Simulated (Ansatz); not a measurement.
Calculated with Ansatz (gas phase, PBE0-D4/def2-TZVP geometries, no zero-point term in ΔE). CCSD(T)/CBS adds triple-zeta CCSD(T) − MP2 to the extrapolated MP2 energy (def2 sets, frozen cores). This one scheme is used for every species. DFT in def2-TZVPP. Triplets are unrestricted, without spin–orbit coupling. For Ga outer-core shells are correlated without core-valence functions, which leaves a few kJ/mol of doubt a bond. Scalar relativity is left out up to krypton. Each species was taken in one conformer, which may not be the lowest.

Reaction (formal loss of a carbene): `C=[N][GaH][CH3]` → `C=[N][GaH2]` + `[CH2]` (triplet)

`C=[N][GaH][CH3]`:

```xyz
10

C    -0.308    1.997   -1.243
N     0.112    0.859   -0.966
Ga    0.872   -0.434    0.057
C    -0.343   -1.552    1.112
H    -0.770    2.218   -2.218
H    -0.252    2.856   -0.554
H     2.408   -0.616   -0.157
H    -0.283   -2.594    0.789
H    -0.064   -1.522    2.168
H    -1.373   -1.211    1.011
```

`C=[N][GaH2]`:

Cartesian coordinates in Å:
```
C -0.039 -1.487 -0.111
N 0.197 -0.267 -0.105
Ga 0.039 1.516 0.114
H -0.986 -1.922 0.245
H 0.698 -2.216 -0.480
H 0.582 2.078 1.459
H -0.490 2.299 -1.123
```

`[CH2]` (triplet):

Cartesian coordinates in Å:
```
C 0.128 -0.208 -0.129
H -0.775 0.101 -0.633
H 0.647 0.107 0.763
```

```csv
level,ΔE (kJ/mol)
r2SCAN-D4,446.8
ωB97M-V,471.3
B2PLYP,461.3
r2SCAN,445.3
CCSD/def2-TZVPP,449.1
HF/def2-QZVPP,317.3
SCS-MP2/def2-QZVPP,482.6
CCSD/CBS(def2),462.4
```

Q: What does CCSD(T)/CBS give? (An estimate is asked.)

A: Computed: +473.8 kJ/mol. The listed levels differ from it by -27.0, -2.5, -12.5, -28.5, -24.7, -156.5, 8.8, -11.4 kJ/mol.

Largest T1 diagnostic among the species: 0.017.

The D4 term adds +8.5 kJ/mol with B3LYP and +4.6 kJ/mol with PBE0; it sums over pairs of atoms, weighted by their polarisabilities, and B3LYP, whose exchange is more repulsive, gets the larger term. From PBE to PBE0 (25 % exact exchange), in def2-TZVPP and without D4, ΔE moves by −7.7 kJ/mol. In def2-TZVPP, CCSD(T) changes the Hartree–Fock value by +142.5 kJ/mol (the triples alone add +11.5 kJ/mol) and MP2 by +158.5 kJ/mol.

B3LYP here is the variant with VWN-RPA as its local correlation; programs differ in this.
